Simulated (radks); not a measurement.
Q: These are the eigenvalues of the occupied orbitals of an atom or ion with whole-number occupations (eV). Method: scalar-relativistic Kohn-Sham, PBEsol, spin-polarised, spherical densities, point nucleus; computed with a radial shooting solver on a logarithmic mesh with Libxc functionals.

1s up: -29007.05
1s down: -29007.03
2s up: -4386.062
2s down: -4386.056
2p up: -3938.866
2p down: -3938.852
3s up: -852.5962
3s down: -852.5799
3p up: -706.4832
3p down: -706.4648
3d up: -481.3883
3d down: -481.3720
4s up: -141.7428
4s down: -141.7086
4p up: -97.5649
4p down: -97.5261
4d up: -33.8041
4d down: -33.6949
5s up: -18.2271
5s down: -17.4371
5p up: -10.6620

Which element is it, and in what charge state? The configuration may be excited. Open shells, if any, are filled with parallel spins first.

A: Z = 50, tin, charge +1: Sn+ in [Kr] 4d10 5s2 5p1. The list shows which subshells hold electrons but not how many an open one holds; the 1s level, -1066 hartree, gives Z - s = 46.2 by -(Z - s)^2/2, which with screening and relativity narrows Z to a few neighbours, and the depths of the outer levels then fix element, charge and occupations together.
